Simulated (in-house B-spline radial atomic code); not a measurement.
Inner levels of terbium as electrons are removed. A shift is the extra binding of the orbital against the neutral atom ([Xe] 4f5/2(6) 4f7/2(3) 6s2). The density at the nucleus is averaged over the nuclear charge. Computed with an all-electron radial atomic-structure program (B-spline basis): Dirac-Hartree-Fock, jj configuration that fills j = l - 1/2 first, finite nuclei.

A number in brackets counts the electrons of a j subshell.

```
  ion               configuration  shift of 2p1/2 (eV)  shift of 2s1/2 (eV)  shift of 2p3/2 (eV)  radius of 2p1/2 (bohr)  radius of 2s1/2 (bohr)  radius of 2p3/2 (bohr)  Σ<r²> (bohr²)  change of density at nucleus (bohr⁻³)
Tb47+                [Ne] 3s2 3p6               2974.7              2949.54              2961.06                0.075076                 0.08991                0.081732        0.50433                                 127.53
Tb48+  [Ne] 3s2 3p1/2(2) 3p3/2(3)              3116.76              3086.27              3097.97                0.074986                0.089818                0.081724        0.44428                                  557.5
Tb49+  [Ne] 3s2 3p1/2(2) 3p3/2(2)               3260.3              3224.35              3236.27                0.074894                0.089723                0.081634        0.38556                                 994.57
Tb50+  [Ne] 3s2 3p1/2(2) 3p3/2(1)              3405.33              3363.79              3375.95                0.074801                0.089627                0.081542        0.32813                                1438.77
Tb51+           [Ne] 3s2 3p1/2(2)              3551.83              3504.58              3517.02                0.074706                 0.08953                0.081448        0.27196                                1890.08
Tb52+           [Ne] 3s2 3p1/2(1)              3698.69              3652.18              3668.36                0.074705                0.089414                0.081324        0.22137                                1917.88
Tb53+                    [Ne] 3s2              3847.05              3801.23              3821.25                0.074628                0.089296                0.081198        0.17195                                1939.93
Tb54+                    [Ne] 3s1                    ?                    ?                    ?                       ?                       ?                       ?              ?                                      ?
Tb55+                [He] 2s2 2p6                    ?                    ?                    ?                       ?                       ?                       ?              ?                                      ?
Tb56+  [He] 2s2 2p1/2(2) 2p3/2(3)                    ?                    ?                    ?                       ?                       ?                       ?              ?                                      ?
Tb57+  [He] 2s2 2p1/2(2) 2p3/2(2)              4739.66              4591.13              4695.18                 0.07349                0.088384                0.079889       0.048461                               -15015.5
Tb58+  [He] 2s2 2p1/2(2) 2p3/2(1)              5044.41              4851.63              4992.41                0.073012                0.087964                0.079343       0.040272                                 -13794
```

**Question.** Fill in the row of Tb54+.

**Answer.** shift of 2p1/2 (eV): 3992.65; shift of 2s1/2 (eV): 3938.66; shift of 2p3/2 (eV): 3964.88; radius of 2p1/2 (bohr): 0.074546; radius of 2s1/2 (bohr): 0.089294; radius of 2p3/2 (bohr): 0.081102; Σ<r²> (bohr²): 0.11826; change of density at nucleus (bohr⁻³): -7623.24.

**Question.** Fill in the row of Tb55+.

**Answer.** shift of 2p1/2 (eV): 4139.46; shift of 2s1/2 (eV): 4077.16; shift of 2p3/2 (eV): 4109.69; radius of 2p1/2 (bohr): 0.074463; radius of 2s1/2 (bohr): 0.089232; radius of 2p3/2 (bohr): 0.081004; Σ<r²> (bohr²): 0.06555; change of density at nucleus (bohr⁻³): -17403.2.

**Question.** Fill in the row of Tb56+.

**Answer.** shift of 2p1/2 (eV): 4438.01; shift of 2s1/2 (eV): 4332.97; shift of 2p3/2 (eV): 4400.94; radius of 2p1/2 (bohr): 0.073974; radius of 2s1/2 (bohr): 0.088806; radius of 2p3/2 (bohr): 0.080442; Σ<r²> (bohr²): 0.056884; change of density at nucleus (bohr⁻³): -16218.5.
